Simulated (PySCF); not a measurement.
CHNO, SMILES N=C=O. Geometry: PBE0-D3(BJ)/def2-TZVP.

PySCF with TDA-PBE/def2-TZVPD puts the lowest singlet excitations at 6.60, 6.84, 7.47, 7.72, 8.44, 8.73 eV.

What are the lowest excitation roots from ADC(2)/aug-cc-pVDZ run with PySCF 2.14.0? (The exact figures need the calculation; the answer reports its results.)

6.83, 7.13, 7.78, 7.91, 8.82, 9.01 eV. S1 differs by 0.23 eV (second minus first; roots are paired by order, and the bases may differ).
